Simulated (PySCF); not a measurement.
PySCF 2.14 output of an unrestricted M06 calculation on a single atom or ion in aug-cc-pVQZ-DK3, with the spin-free X2C one-electron Hamiltonian (Gaussian nucleus):

```
SCF conv_tol = 1e-09
number electrons alpha = 42  beta = 40
    Y. Zhao and D. G. Truhlar.,  Theor. Chem. Acc. 120, 215 (2008)
    Y. Zhao and D. G. Truhlar.,  Theor. Chem. Acc. 120, 215 (2008)
cycle= 1 E= -20883.9035888141  delta_E= -0.00666  |g|= 0.00898  |ddm|= 2.31
cycle= 2 E= -20883.9036251151  delta_E= -3.63e-05  |g|= 0.00398  |ddm|= 0.145
cycle= 3 E= -20883.9036286386  delta_E= -3.52e-06  |g|= 0.00152  |ddm|= 0.0471
cycle= 4 E= -20883.9036291519  delta_E= -5.13e-07  |g|= 6.83e-05  |ddm|= 0.0162
cycle= 5 E= -20883.9036291573  delta_E= -5.34e-09  |g|= 1.3e-05  |ddm|= 0.00112
cycle= 6 E= -20883.9036291575  delta_E= -2.07e-10  |g|= 1.31e-06  |ddm|= 0.000398
converged SCF energy = -20883.9036291575  <S^2> = 2.0008837  2S+1 = 3.0005891
```

The run itself started from symmetry-adapted Hartree-Fock orbitals and held the occupation by maximum overlap, on a logarithmic radial grid, so the iterations belong to that start.

Q: Which element, charge and spin multiplicity is this?

A: Pb (lead, neutral), multiplicity 3; the state was [Xe] 4f14 5d10 6s2 6p1 6d1, one real determinant (an excited configuration).

⟨L²⟩ = 8.00 against 12 for a pure F term, so this real determinant mixes terms. Spin-orbit coupling, absent here, splits the open shell strongly. The outer electron is Rydberg-like, and this basis confines it to a smaller radius and binds it less than a complete one would.
